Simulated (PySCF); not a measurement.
## Radial density of Cl (chlorine, neutral)

M06-L, [Ne] 3s2 3p5, 2P determinant. All numbers are calculated (PySCF 2.14, scalar relativity by spin-free X2C-1e, in cc-pVDZ-DK (4s3p1d, 18 functions)).

| r (bohr) | 4πr²ρ (e/bohr) | 4πr²(ρα − ρβ) |
| --- | --- | --- |
| 0.00127 | 0.07735 | 0.0000 |
| 0.00213 | 0.2066 | 0.0000 |
| 0.00358 | 0.5276 | 0.0000 |
| 0.00603 | 1.319 | 0.0001 |
| 0.0101 | 3.146 | 0.0002 |
| 0.0171 | 6.877 | 0.0005 |
| 0.0287 | 12.90 | 0.0015 |
| 0.0482 | 18.75 | 0.0058 |
| 0.0811 | 18.44 | 0.0231 |
| 0.136 | 13.46 | 0.0759 |
| 0.230 | 16.81 | 0.1385 |
| 0.386 | 17.87 | 0.0643 |
| 0.650 | 6.158 | 0.0468 |
| 1.09 | 4.144 | 0.5361 |
| 1.84 | 3.561 | 0.5219 |
| 3.09 | 0.6612 | 0.0892 |
| 5.20 | 0.01210 | 0.0017 |

Densities and radii are taken from the X2C orbitals without a picture-change correction, which distorts them close to the nucleus.
